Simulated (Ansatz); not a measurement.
Br$_{2}$H$_{2}$O$_{2}$Ti (`[OH][Ti]([OH])([Br])[Br]`), relaxed with RKS PBE0-D4/def2-TZVP in the Gaussian-basis code of Ansatz from a PBE-D4/def2-SVP geometry. The force threshold is 0.005 eV/Å; the program also tests the step.

Charge 0, multiplicity 1.

Start:

```xyz
7

O    -1.220    0.648   -0.533
Ti    0.104   -0.261    0.196
O     1.646    0.462   -0.298
Br   -0.134   -0.194    2.551
Br   -0.023   -2.512   -0.532
H    -2.193    0.626   -0.511
H     1.820    1.231   -0.873
```

**Question.** How much energy does the relaxation release, and in how many steps? (An estimate is asked.)

**Answer.** Computed: 1.66 kJ/mol, in 7 steps.

**Question.** Which bonds change most? (Estimate.)

**Answer.** The calculation gave: O3–H7 from 0.975 to 0.959 Å; O1–H6 from 0.974 to 0.958 Å; Ti2–Br5 from 2.369 to 2.356 Å; Ti2–Br4 from 2.369 to 2.356 Å.

**Question.** Give the relaxed structure. (Best estimate.)

**Answer.** Computed: 
```xyz
7

O    -1.245    0.628   -0.508
Ti    0.093   -0.263    0.199
O     1.618    0.470   -0.305
Br   -0.102   -0.201    2.546
Br   -0.012   -2.502   -0.523
H    -2.202    0.648   -0.551
H     1.849    1.220   -0.858
```
